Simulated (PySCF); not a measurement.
Compound: C5H4FNO.
Cartesian coordinates in Å at the GFN2-xTB level; atoms count from 1:
```xyz
12
C5H4FNO angstrom
N     -2.880    1.251   -0.845
C     -2.242    0.413   -0.408
C     -1.421   -0.645    0.148
C     -0.075   -0.098    0.521
F     -0.061    0.465    1.738
C      1.025   -0.120   -0.232
C      2.307    0.447    0.191
O      3.307    0.420   -0.477
H     -1.923   -1.033    1.040
H     -1.321   -1.438   -0.596
H      0.994   -0.575   -1.210
H      2.291    0.912    1.193
```

Theory: TDDFT PBE0/def2-SVPD, vertical, gas phase, core orbitals frozen in the response (PySCF).

```json
{"state": "S1", "E (eV)": "3.57", "ν̃ (cm⁻¹)": "28810", "f": "0.0004", "main configurations (H = HOMO, L = LUMO)": "H→L (97%)"}
{"state": "S2", "E (eV)": "5.96", "ν̃ (cm⁻¹)": "48090", "f": "0.484", "main configurations (H = HOMO, L = LUMO)": "H-1→L (95%)"}
{"state": "S3", "E (eV)": "6.69", "ν̃ (cm⁻¹)": "53980", "f": "0.0024", "main configurations (H = HOMO, L = LUMO)": "H→L+1 (32%), H-2→L (22%), H-3→L (17%)"}
{"state": "S4", "E (eV)": "6.73", "ν̃ (cm⁻¹)": "54310", "f": "0.0066", "main configurations (H = HOMO, L = LUMO)": "H-2→L (74%), H→L+1 (10%)"}
{"state": "S5", "E (eV)": "6.84", "ν̃ (cm⁻¹)": "55170", "f": "0.0079", "main configurations (H = HOMO, L = LUMO)": "H-3→L (71%), H→L+1 (20%)"}
{"state": "S6", "E (eV)": "7.12", "ν̃ (cm⁻¹)": "57450", "f": "0.0012", "main configurations (H = HOMO, L = LUMO)": "H→L+1 (34%), H→L+2 (27%), H→L+4 (20%)"}
{"state": "S7", "E (eV)": "7.36", "ν̃ (cm⁻¹)": "59360", "f": "0.0087", "main configurations (H = HOMO, L = LUMO)": "H-1→L+1 (96%)"}
{"state": "S8", "E (eV)": "7.56", "ν̃ (cm⁻¹)": "61000", "f": "0.0025", "main configurations (H = HOMO, L = LUMO)": "H-4→L (96%)"}
```

Triplets (Tamm–Dancoff): T1 3.02 eV, H→L (94%); T2 3.56 eV, H-1→L (95%); T3 5.99 eV, H-5→L (67%).

The lowest singlet comes at 347 nm (345 kJ/mol) in the ultraviolet; it is dark (f under 0.0005); its leading configuration is HOMO→LUMO (97%). The most intense listed level is S2 at 5.96 eV (208 nm, f = 0.484), 2.39 eV above S1. Löwdin shares by element: HOMO oxygen 64%, carbon 24% or more, hydrogen 8% or more; LUMO carbon 59% or more, oxygen 22% (atoms not listed hold the other 19%). Orbital energies (eV): HOMO-3 -10.29, HOMO-2 -10.22, HOMO-1 -8.77, HOMO -7.98, LUMO -2.42, LUMO+1 -0.15, LUMO+2 0.25. Weighted by f, the mean energy of these states is 6.02 eV. Of the 8 states listed, 1 reaches f = 0.01 and 1 stays under 0.0005. No computed singlet lies in the visible range (380 to 750 nm); the lowest, at 347 nm, stands 0.31 eV above its violet end (3.26 eV); a Tamm–Dancoff triplet lies at 411 nm, without intensity as long as spin–orbit coupling is left out. Only the lowest 8 singlets were computed, as vertical energies without vibronic structure.

One conformer stands for the species.
